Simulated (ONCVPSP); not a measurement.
**V: one change to an ONCV potential, before and after**

vanadium (V), optimised norm-conserving Vanderbilt (ONCV), made with ONCVPSP 4.0.1 (PW91, scalar-relativistic). Core [Ar], reference 3d3 4s2. Waves: 4s: rc 2.20 bohr, ncon 5, nbas 9, qcut 2.8 1/bohr, 3 projectors, debl 3.9 Ha; p scattering state at 0.04 Ha: rc 2.30 bohr, ncon 5, nbas 10, qcut 3.3 1/bohr, 1 projector; 3d: rc 2.25 bohr, ncon 4, nbas 8, qcut 6.1 1/bohr, 2 projectors, debl 0.4 Ha. Local part: polynomial inside 1.65 bohr (lpopt 5, dvloc0 4 Ha). Core correction: Teter function, fcfact 3.5, rcfact 1.7.

All-electron outer shells of the reference configuration (PW91, scalar-relativistic, ld1.x):

```csv
shell,level (eV),outermost node (bohr),outermost maximum (bohr)
3p,-44.08,0.35,0.84
3d,-5.23,–,0.90
4s,-4.75,1.17,2.76
```

Change: core correction Teter function, fcfact 4.5, rcfact 1.7.

Cutoffs: the cutoffs (Ha) at which the residual kinetic energy of the hardest occupied pseudo-wave falls to 1 and 0.1 mHa per electron; they do not see the model core or the augmentation charge, which bear on the density cutoff. Errors are all-electron minus pseudo energies relative to the spin-unpolarised reference configuration.

How do hardness, ghosts and transferability respond?

The potential gets neither clearly harder nor softer (16 Ha and 42 Ha → 16 Ha and 42 Ha); both files keep a bound ghost (s); of the 4 tests that both files solve, the error grows in 4 and shrinks in 0 by more than 15 % and 0.3 meV (median size 236.1 → 290.6 meV). A model core, the more so a compact one, raises the density cutoff, which this test does not measure.

```csv
quantity,base,changed
"cutoff, loose",16 Ha,16 Ha
"cutoff, tight",42 Ha,42 Ha
bound ghosts,s,s
GHOST(+) flags under 300 eV,none,none
"error for 3d3 4s1, meV [ΔE 7.79 eV]",-50,-64
"error for 3d3 4s0, meV [ΔE 22.11 eV]",-422,-517
"error for 3d2 4s0, meV [ΔE 51.11 eV]",-582,-740
"error for 3d3 4s1.5, meV [ΔE 3.12 eV]",-8.0,-10
s: phases at 2.23 bohr within 0.05 rad from the reference energy up to (Ha; the scan ends near 5),to the end of the scan,to the end of the scan
p: phases at 2.33 bohr within 0.05 rad from the reference energy up to (Ha; the scan ends near 5),0.4,0.4
d: phases at 2.29 bohr within 0.05 rad from the reference energy up to (Ha; the scan ends near 5),3.8,3.8
"rms error of d²Exc/dni dnj with the model core, mHa",8.31,7.12
```

Base: The cutoffs count occupied waves only; projector 2 of the s channel, the hardest unoccupied one, needs 57 Ha at the loose tolerance. Changed file: The cutoffs count occupied waves only; projector 2 of the s channel, the hardest unoccupied one, needs 57 Ha at the loose tolerance. A true bound ghost makes a file unfit for plane-wave use even where its test errors are small: the radial tests pick states by their node count and pass the ghost by.
